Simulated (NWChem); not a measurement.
ZrSClF; SMILES [F][Zr](=[S])[Cl]

def2 effective core potentials on Zr; no spin-orbit coupling.

Q: Give the equilibrium geometry at PBE0/def2-SVP with def2 effective core potentials on Zr (NWChem) as a list of bonds and angles, with the point group.

A: point group C1; any orientation.
Bond lengths (Å): Zr1–S2 2.198, Zr1–F3 1.907, Zr1–Cl4 2.362. Bond angles (°): S2–Zr1–F3 112.3, S2–Zr1–Cl4 113.9, F3–Zr1–Cl4 119.9.
